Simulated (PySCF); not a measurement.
C2H13NOSi3.
Bonds: C1–C2, C2–Si3, Si3–O4, O4–Si5, Si5–Si6, Si6–N7. Hydrogens: H8, H9, H10 on C1; H11, H12 on C2; H13, H14 on Si3; H15, H16 on Si5; H17, H18 on Si6; H19, H20 on N7.

The same species was optimised twice, with GFN2-xTB and with PBE0-D3(BJ)/def2-SVP (PySCF), and the same property calculations (PySCF, gas phase) were run on both structures.

```tsv
coordinate	GFN2-xTB	PBE0-D3(BJ)/def2-SVP	change
Si5–Si6 (Å)	2.297	2.357	+0.060
Si3–O4 (Å)	1.614	1.664	+0.050
O4–Si5 (Å)	1.632	1.667	+0.035
C2–Si3 (Å)	1.899	1.874	-0.025
Si6–N7 (Å)	1.727	1.746	+0.019
C1–C2 (Å)	1.524	1.527	+0.003
Si3–O4–Si5 (°)	163.3	141.0	-22.3
Si5–Si6–N7 (°)	108.2	106.1	-2.1
C2–Si3–O4 (°)	110.2	111.5	+1.3
C1–C2–Si3 (°)	112.4	113.5	+1.1
O4–Si5–Si6 (°)	109.2	108.8	-0.4
C1–C2–Si3–O4 (°)	179	179	0
C2–Si3–O4–Si5 (°)	62	33	-29
Si3–O4–Si5–Si6 (°)	40	53	+13
O4–Si5–Si6–N7 (°)	-36	-32	+4
```

Rotational constants: A = 2355, B = 666.7, C = 573.7 MHz (GFN2-xTB) against A = 1947, B = 832.4, C = 667.3 MHz (PBE0-D3(BJ)/def2-SVP). Point groups within 0.08 Å: C1 and C1.

On the GFN2-xTB structure: HOMO (eV) -7.26 [PBE0/pcSseg-1]; LUMO (eV) -0.60 [PBE0/pcSseg-1]; dipole (D) 1.33 [PBE0/pcSseg-1]; GIAO shielding of C1 (ppm) 180.7 [PBE0/pcSseg-1]; GIAO shielding of C2 (ppm) 175.9 [PBE0/pcSseg-1]; GIAO shielding of Si3 (ppm) 369.0 [PBE0/pcSseg-1]; GIAO shielding of O4 (ppm) 334.2 [PBE0/pcSseg-1]; GIAO shielding of Si5 (ppm) 379.7 [PBE0/pcSseg-1]; GIAO shielding of Si6 (ppm) 411.2 [PBE0/pcSseg-1]; GIAO shielding of N7 (ppm) 274.1 [PBE0/pcSseg-1].

Problem. What do these properties become on the PBE0-D3(BJ)/def2-SVP structure?

Solution. 
| property | level | on GFN2-xTB | on PBE0-D3(BJ)/def2-SVP | change |
| --- | --- | --- | --- | --- |
| HOMO (eV) | PBE0/pcSseg-1 | -7.26 | -7.20 | +0.06 |
| LUMO (eV) | PBE0/pcSseg-1 | -0.60 | -0.51 | +0.09 |
| dipole (D) | PBE0/pcSseg-1 | 1.33 | 1.85 | +0.52 |
| energy, GFN2-xTB geometry as zero (kcal/mol) | PBE0/pcSseg-1 | 0.0 | -5.2 | -5.2 |
| GIAO shielding of C1 (ppm) | PBE0/pcSseg-1 | 180.7 | 178.8 | -1.9 |
| GIAO shielding of C2 (ppm) | PBE0/pcSseg-1 | 175.9 | 176.1 | +0.2 |
| GIAO shielding of Si3 (ppm) | PBE0/pcSseg-1 | 369.0 | 358.7 | -10.3 |
| GIAO shielding of O4 (ppm) | PBE0/pcSseg-1 | 334.2 | 328.1 | -6.1 |
| GIAO shielding of Si5 (ppm) | PBE0/pcSseg-1 | 379.7 | 376.9 | -2.8 |
| GIAO shielding of Si6 (ppm) | PBE0/pcSseg-1 | 411.2 | 402.3 | -8.9 |
| GIAO shielding of N7 (ppm) | PBE0/pcSseg-1 | 274.1 | 265.7 | -8.4 |

The heavy atoms differ by 0.430 Å rms after alignment. Among the bonds compared Si5–Si6 changes most (+0.060 Å). Changes are differences of the printed values. Neither structure is proved a minimum here.
